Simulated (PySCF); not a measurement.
Cost of one run: shielding job, `CCCC#CC#CBOC`.

Method: GIAO CAM-B3LYP/pcSseg-1 NMR shielding, non-relativistic, gas phase (PySCF 2.14.0, density-fitted response routines). Geometry: PBE0-D3(BJ)/def2-SVP. Work: shieldings, density fitting. A driver script takes a list of jobs; this job's settings line and coordinates (Å) are shown.

Command:
```bash
OMP_NUM_THREADS=1 python probes_run.py task.json out
```

Input:
```
{"job": {"kind": "nmr", "xc": "CAM-B3LYP", "basis": "pcSseg-1", "pop": false}, "charge": 0, "multiplicity": 1}
C     -4.940745    -0.100630     1.214556
C     -3.428111    -0.187477     1.106899
C     -2.893761     0.508706    -0.149614
C     -1.453222     0.420391    -0.306096
C     -0.240237     0.339823    -0.413600
C      1.117641     0.252665    -0.542642
C      2.337620     0.173141    -0.649397
B      3.847061     0.111646    -0.857775
O      4.627665    -0.407214     0.105805
C      6.022518    -0.504191    -0.018176
H     -5.303255    -0.577912     2.136943
H     -5.283080     0.946643     1.225804
H     -5.433897    -0.600085     0.365440
H     -2.954550     0.265957     1.992737
H     -3.104708    -1.240992     1.093773
H     -3.377870     0.082847    -1.047143
H     -3.181648     1.575750    -0.135109
H      4.341953     0.528492    -1.885672
H      6.321736    -1.560957     0.057931
H      6.500046     0.048703     0.805274
H      6.376354    -0.097413    -0.979822
```

Hardware: Arm Neoverse V1, one thread, no GPU, shared host. PySCF's memory limit was set to 2000 MB.

The basis has 225 functions.

Task: Estimate the wall time.

Result: About 56 s. The SCF took 14 cycles.

Task: Estimate the peak memory.

Result: About 1.3 GiB. Peak memory is the resident size of the whole Python process, interpreter and libraries included.

Task: At this speed, how long would 100 such jobs take on 64 cores, one job a core?

Result: 100/64 gives 2 rounds of 56 s, about 1.9 min of wall time and 1.6 core-hours, if the jobs don't slow each other.

The SCF part of the output:
```
coarse grid: 17680 points
cycle   1  E = -411.0270327078  dE =  1.435e+00  |g| = 6.523e-01  |ddm| = 4.671e+00
cycle   2  E = -410.9836424585  dE =  4.339e-02  |g| = 8.550e-01  |ddm| = 1.366e+00
cycle   3  E = -411.1152417690  dE = -1.316e-01  |g| = 9.219e-02  |ddm| = 8.939e-01
cycle   4  E = -411.1168216163  dE = -1.580e-03  |g| = 4.750e-02  |ddm| = 1.369e-01
cycle   5  E = -411.1173293778  dE = -5.078e-04  |g| = 2.136e-02  |ddm| = 5.291e-02
cycle   6  E = -411.1174370063  dE = -1.076e-04  |g| = 3.637e-03  |ddm| = 1.737e-02
cycle   7  E = -411.1174404021  dE = -3.396e-06  |g| = 1.243e-03  |ddm| = 4.412e-03
final grid: 171176 points
cycle   8  E = -411.2122497326  dE = -3.763e-05  |g| = 4.717e-03  |ddm| = 3.717e-02
cycle   9  E = -411.2122487422  dE =  9.904e-07  |g| = 5.227e-03  |ddm| = 1.016e-02
cycle  10  E = -411.2122549531  dE = -6.211e-06  |g| = 1.205e-03  |ddm| = 4.875e-03
cycle  11  E = -411.2122552908  dE = -3.377e-07  |g| = 2.392e-04  |ddm| = 1.036e-03
cycle  12  E = -411.2122553049  dE = -1.410e-08  |g| = 9.402e-05  |ddm| = 2.942e-04
cycle  13  E = -411.2122553071  dE = -2.195e-09  |g| = 3.442e-05  |ddm| = 9.854e-05
cycle  14  E = -411.2122553076  dE = -4.800e-10  |g| = 1.335e-05  |ddm| = 4.670e-05
converged SCF energy = -411.2122553076
```

On the final grid dE counts from the start density on that grid.

Other jobs ran on the host; a repeat could differ by tens of per cent or more.
